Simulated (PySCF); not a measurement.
**Radial density of V+ (vanadium, charge +1)**

BP86, [Ar] 3d4, high-spin 5D determinant. All numbers are calculated (PySCF 2.14, the spin-free X2C one-electron Hamiltonian (Gaussian nucleus), in cc-pVTZ-DK (7s6p4d2f1g, 68 functions)).

```
r (bohr)  4πr²ρ (e/bohr)  4πr²(ρα − ρβ)
 0.00118          0.1897         0.0000
 0.00199          0.4834         0.0000
 0.00335           1.206         0.0000
 0.00563           2.902        -0.0001
 0.00947           6.566        -0.0002
  0.0159           13.31        -0.0003
  0.0268           22.31        -0.0006
  0.0450           27.46        -0.0007
  0.0758           22.99        -0.0002
   0.127           22.03         0.0123
   0.214           29.73         0.1269
   0.361           16.79         0.6853
   0.607           9.719         1.9087
    1.02           10.61         2.4408
    1.72           2.939         1.4211
    2.89          0.4457         0.4064
    4.85         0.02949         0.0295
    8.17       0.0004150         0.0004
```

Densities and radii are taken from the X2C orbitals without a picture-change correction, which distorts them close to the nucleus.
